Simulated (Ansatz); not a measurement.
A family of molecules: the dipole moment

All atoms of one element are swapped for its congeners: B2H4Cl2 `[BH2-]1[Cl+][BH2-][Cl+]1`; Al2H4Cl2 `[AlH2-]1[Cl+][AlH2-][Cl+]1`; Ga2H4Cl2 `[Cl+]1[GaH2-][Cl+][GaH2-]1`; In2H4Cl2 `[Cl+]1[InH2-][Cl+][InH2-]1`. All are singlets with charge 0.

Shapes, held fixed at every level: PBE0-D4/def2-TZVP. Programs: Ansatz 0.2.0. Values in D.

```csv
level,B2H4Cl2,Ga2H4Cl2,In2H4Cl2
PBE-D4/def2-TZVPP,0.27,0.00,0.00
r2SCAN-D4/def2-TZVPP,0.24,0.00,0.00
B3LYP-D4/def2-TZVPP,0.23,0.00,0.00
wB97M-V/def2-TZVPP,0.25,0.00,0.00
```

Q: Estimate the column for Al2H4Cl2 from its neighbours.

A: The mean of the neighbours at wB97M-V/def2-TZVPP is 0.12 D, against 0.00 from the run: the member lies nearer Ga. All rows: PBE-D4/def2-TZVPP 0.00; r2SCAN-D4/def2-TZVPP 0.00; B3LYP-D4/def2-TZVPP 0.00; wB97M-V/def2-TZVPP 0.00 D. At wB97M-V/def2-TZVPP the dipole moment isn't monotonic: it is largest for B and smallest for Ga (0.25 and 0.00 D). 0 of 4 levels show this order throughout; 4 agree on the largest and the smallest. For atoms past krypton def2 sets carry core potentials with scalar relativity. Relativity is left out for Ga unless named. Magnitudes only: a dipole under 1 D may point either way.
